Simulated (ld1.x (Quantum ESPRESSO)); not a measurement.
# Mn: one change to a TM potential, before and after

ld1.x (Quantum ESPRESSO) 7.5 input, shortened:

```
&input
   title='Mn', zed=25., rel=1, dft='PBE', iswitch=3,
   config='[Ar] 3d4 4s0 4p0'
 /
 &inputp
   pseudotype=2, tm=.true., lloc=2,
   nlcc=.true., new_core_ps=.true., rcore=0.50
 /
3
3S  1  0   2.00   0.00  0.80  0.80  0.0
3P  2  1   6.00   0.00  1.20  1.20  0.0
3D  3  2   4.00   0.00  1.15  1.15  0.0
 &test
   configts(1)='3s2 3p6 3d4 4s0 4p0'
 /
```

Change: all radii but the core radius scaled by about 0.85 (s 0.68, p 1.02, d 0.98 bohr).

Cutoffs: the cutoffs (Ry, on a coarse ladder) from which the occupation-weighted sum of valence levels, in a spherical-Bessel basis at the reference potential, stays within 10 and 1 mRy of its value at 400 Ry; they do not see the model core or the augmentation charge, which bear on the density cutoff. Errors are all-electron minus pseudo energies relative to the spin-unpolarised reference configuration.

Predict the effect on cutoff, ghosts and configuration errors.

Of the 7 tests that both files solve, the error grows in 3 and shrinks in 4 by more than 15 % and 0.3 meV (median size 26.4 → 9.3 meV); neither file shows a bound ghost.

```csv
quantity,base,changed
"cutoff, loose",180 Ry,230 Ry
"cutoff, tight",over 300 Ry,over 300 Ry
loose cutoff by channel (10 mRy a level),"s 160 Ry, p 50 Ry, d 140 Ry","s 180 Ry, p 50 Ry, d 160 Ry"
bound ghosts,none,none
"error for 3s2 3p6 3d5 4s2 4p0, meV [ΔE -56.53 eV]",+110,+505
"error for 3s2 3p6 3d5 4s1 4p0, meV [ΔE -48.12 eV]",+75,+343
"error for 3s2 3p6 3d5 4s0 4p0, meV [ΔE -32.52 eV]",-1.9,+1.5
"error for 3s2 3p6 3d6 4s0 4p0, meV [ΔE -49.72 eV]",-16,-1.5
"error for 3s2 3p6 3d5 4s0 4p2, meV [ΔE -48.60 eV]",-26,+7.2
"error for 3s2 3p6 3d4 4s2 4p0, meV [ΔE -43.35 eV]",+251,+1015
"error for 3s2 3p6 3d3 4s0 4p0, meV [ΔE 50.76 eV]",+11,+9.3
```
